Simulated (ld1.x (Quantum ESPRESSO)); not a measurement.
## Ge (Z = 32), PAW: configuration errors across variants

```
Element                 : Ge
Generator               : ld1.x (Quantum ESPRESSO) 7.5
Type                    : PAW
Functional              : LDA (PZ)
Relativity              : scalar-relativistic
Frozen core             : [Ar]
Valence charge          : 14
Reference configuration : 3d10 4s2 4p2
Partial waves           : 4s (bound): rcut 1.30, rcutus 1.80 bohr; 4s channel at 1.7 Ry: rcut 1.30, rcutus 1.80 bohr; 4p (bound): rcut 1.60, rcutus 2.10 bohr; 4p channel at 1.95 Ry: rcut 1.60, rcutus 2.10 bohr; 3d (bound): rcut 0.95, rcutus 1.15 bohr; 3d channel at -1.8 Ry: rcut 0.95, rcutus 1.15 bohr; 4f channel at 0.4 Ry: rcut 1.70, rcutus 2.05 bohr
Local potential         : all-electron potential smoothed inside 1.85 bohr (lloc = -1)
Core correction         : Bessel-smoothed model core inside 0.60 bohr
Augmentation charge     : BESSEL, radius 1.05 bohr
```

All-electron excitation energies from the reference (eV): (1) 3d10 4s2 4p1 7.636; (2) 3d10 4s2 4p0 23.352; (3) 3d10 4s1 4p0 58.570; (4) 3d10 4s1 4p2 16.413; (5) 3d10 4s0 4p0 105.224; (6) 3d10 4s2 4p2.3 -0.928; (7) 3d9 4s2 4p3 29.720; (8) 3d10 4s2 4p2 spin -0.563; (9) 3d10 4s2 4p1 spin 7.451.

Spin tests fill each open shell by Hund’s rule, majority spin first.

Tests that are not counted but printed errors over 1 eV. “waves 3d (bound): rcut 0.95, rcutus 1.70 bohr; 3d channel at -1.8 Ry: rcut 0.95, rcutus 1.70 bohr”: 3d10 4s0 4p0 (solver errors, printed error -1713 eV).

Errors AE − PS in meV (a dash: test not solved or not reliable):

```tsv
change	(1)	(2)	(3)	(4)	(5)	(6)	(7)	(8)	(9)	bound ghosts
base	-0.9	-2.8	-9.0	-1.9	-28	+0.1	-247	0.0	-1.0	none
waves 3d (bound): rcut 0.70, rcutus 0.74 bohr; 3d channel at -1.8 Ry: rcut 0.70, rcutus 0.74 bohr	-1.0	-3.2	-11	-1.9	-33	+0.2	-238	+0.1	-1.0	none
waves 3d (bound): rcut 0.82, rcutus 0.86 bohr; 3d channel at -1.8 Ry: rcut 0.82, rcutus 0.86 bohr	-1.0	-3.2	-11	-1.9	-33	+0.1	-240	0.0	-1.0	none
waves 3d (bound): rcut 0.95, rcutus 1.06 bohr; 3d channel at -1.8 Ry: rcut 0.95, rcutus 1.06 bohr	-1.0	-2.9	-9.5	-1.9	-29	+0.1	-247	-0.1	-1.0	none
waves 3d (bound): rcut 0.95, rcutus 1.18 bohr; 3d channel at -1.8 Ry: rcut 0.95, rcutus 1.18 bohr	-0.9	-2.7	-9.0	-1.9	-28	+0.1	-247	0.0	-1.0	none
waves 3d (bound): rcut 0.95, rcutus 1.34 bohr; 3d channel at -1.8 Ry: rcut 0.95, rcutus 1.34 bohr	-1.0	-2.9	-9.9	-1.9	-31	+0.1	-248	-0.1	-1.1	none
waves 3d (bound): rcut 0.95, rcutus 1.44 bohr; 3d channel at -1.8 Ry: rcut 0.95, rcutus 1.44 bohr	-1.0	-3.1	-10	-1.9	-32	+0.1	-265	-0.1	-1.1	none
waves 3d (bound): rcut 0.95, rcutus 1.70 bohr; 3d channel at -1.8 Ry: rcut 0.95, rcutus 1.70 bohr	-1.1	-3.5	-12	-2.0	–	+0.1	-349	-0.1	-1.1	none
```

Question: Give the same row for: waves 3d (bound): rcut 0.95, rcutus 1.58 bohr; 3d channel at -1.8 Ry: rcut 0.95, rcutus 1.58 bohr.

Answer: -1.0, -3.3, -11, -2.0, –, +0.1, -313, -0.2, -1.1; bound ghosts: none. Not counted: 3d10 4s0 4p0 (solver errors, printed error -1713 eV).
